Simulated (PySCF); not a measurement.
# Bond energies at r²SCAN/def2-TZVPP beside a composite method

PySCF, lowest determinants of a PBE0 search. The composite is CCSD(T) extrapolated to the basis-set limit from two correlation-consistent sets, with core-valence (CV) and scalar-relativistic (SR) terms as its label shows; it has no spin–orbit coupling and nothing beyond (T).

```
species  state (unpaired electrons)  De r²SCAN (eV)  De composite (eV)           composite     dissociates to
     IF      singlet (closed shell)            2.95               2.98  CCSD(T)/CBS(TQ)+CV              I + F
    ZnO          triplet (σ ↑, π ↑)            1.71               1.24     CCSD(T)/CBS(DT)             Zn + O
    Rb2      singlet (closed shell)            0.32               0.51     CCSD(T)/CBS(DT)            Rb + Rb
    AgF      singlet (closed shell)            3.42               3.48  CCSD(T)/CBS(TQ)+CV  Ag (4d10 5s1) + F
   ZnSe      singlet (closed shell)            1.39               1.20     CCSD(T)/CBS(TQ)            Zn + Se
    GeH               doublet (π ↑)            2.95               2.95     CCSD(T)/CBS(DT)             Ge + H
    AsO               doublet (π ↑)            4.99               4.86  CCSD(T)/CBS(DT)+CV             As + O
    CaF               doublet (σ ↑)            5.94               5.51  CCSD(T)/CBS(DT)+CV             Ca + F
```

Does r²SCAN bind more or less than the composite, by how much on average, and where is the difference largest?

r²SCAN/def2-TZVPP binds more on average, method and basis taken together: the mean signed difference is +0.12 eV and the mean absolute one 0.19 eV; it is largest for ZnO (+0.47 eV).

The molecules are drawn from runs that passed checks on state, spin purity and fit, so the hardest cases are missing and the errors look smaller than over all diatomics.

Correlated steps freeze the inner cores (4 to 28 orbitals); shallow outer-core shells are correlated. Closed-shell solutions of metal pairs were not tested for spin polarisation, which can lower them a little. Weak bonds: Rb2. Basis-set superposition, not corrected here, can be much of De in a small basis, most of all at correlated wavefunction levels. Functionals without a dispersion term scatter widely for such bonds, and LDA overbinds them. Spin–orbit coupling is left out, which matters for elements this heavy, above all for dissociation energies. Where the molecule has an RHF reference, its open-shell atoms are computed with UHF. The CCSD T1 diagnostic is raised in AgF, ZnSe, a sign that a single reference may not be enough there. States were picked by a PBE0 search and need not be the measured ground states.
